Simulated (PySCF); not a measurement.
# What a mistake does to a calculation on GeH5OSi2

These are calculations, not measurements. They come from PySCF 2.14.0, an open-source quantum chemistry program, on an isolated molecule that a program drew, which may never have been made. The molecule is GeH5OSi2 (charge 0, doublet), drawn as the SMILES string `O=[SiH][SiH2][GeH2]`.

Each row is a Hartree-Fock (HF) and frozen-core CCSD(T) single point in the cc-pV(D+d)Z basis, meant for a local HF minimum. Run 1 is clean. Each other run has one planted mistake out of seven kinds, and not every kind appears here: one electron removed, one electron added, multiplicity raised by two, geometry at a saddle point, minimal basis STO-3G, one bond length entered in bohr, all coordinates scaled. The reference is restricted for singlets and unrestricted otherwise, and also for a bond in bohr. Adding or removing an electron swaps singlet and doublet. Electrons count all cores. HOMO and LUMO are orbital energies over both spins, the gradient is its largest component, and the lowest frequency (negative if imaginary) is given only where the gradient is small. Bond lengths are over the 8 bonds as drawn. T1 is the CCSD diagnostic: over 0.02 (restricted) or 0.045 (unrestricted) a single reference is doubtful. Germanium has the cc-pVDZ-PP basis, with a core potential (ECP10MDF) in place of its 10 inner electrons, and its 3s, 3p and 3d shells are frozen in CCSD(T).

Geometry of the clean run:
```xyz
9
GeH5OSi2, angstrom
O    -3.7552    0.5569    0.0294
Si   -2.4382    1.2764   -0.0290
Si   -0.3394    0.2000   -0.1018
Ge    0.6474    0.1643    2.0903
H    -2.3312    2.7546    0.0225
H    -0.5097   -1.1788   -0.6024
H     0.5525    0.9749   -0.9965
H    -0.1848   -0.6079    3.1205
H     0.9538    1.5697    2.6259
```

```
run,electrons,basis functions,<S^2>,HOMO (eV),LUMO (eV),gradient (hartree/bohr),lowest frequency (cm^-1),mean bond (Å),longest bond (Å),T1,HF (hartree),CCSD(T) (hartree),mistake
1,73,108,0.762,-8.88,-0.05,1.8e-05,38,1.7220,2.404,0.0220,-948.98624,-949.51371,no fault
2,74,108,0.000,-1.69,5.59,3.4e-02,-,1.7220,2.404,0.0224,-949.01319,-949.56958,one electron added
3,72,108,0.000,-15.26,-7.12,4.2e-02,-,1.7220,2.404,0.0328,-948.69119,-949.21860,one electron removed
4,73,108,1.731,-8.59,-0.09,1.8e-02,-,1.8869,2.802,0.0362,-948.86990,-949.38478,?
```

**Which mistake was planted in run 4, and what did it cost?**

The mean bond changes by a factor of 1.096 and the longest by 1.166, so the molecule wasn't scaled as a whole. A length L in bohr read as angstrom grows by (1/0.5292 - 1) L = 0.890 L. The 8 bonds together grew by 8 x 0.1649 = 1.319 Å, which gives L = 1.483 Å. That is the length of one of the H-Si bonds, 1.483 Å in the clean geometry. So the mistake is: one bond length entered in bohr. Subtracting run 1 and multiplying by 627.51 kcal/mol a hartree, the energy moved by 73.0 kcal/mol in HF and 80.9 kcal/mol in CCSD(T).

Cautions from the logs. Run 2: T1 is over the limit, so its CCSD(T) energy is less reliable; run 3: T1 is over the limit, so its CCSD(T) energy is less reliable.
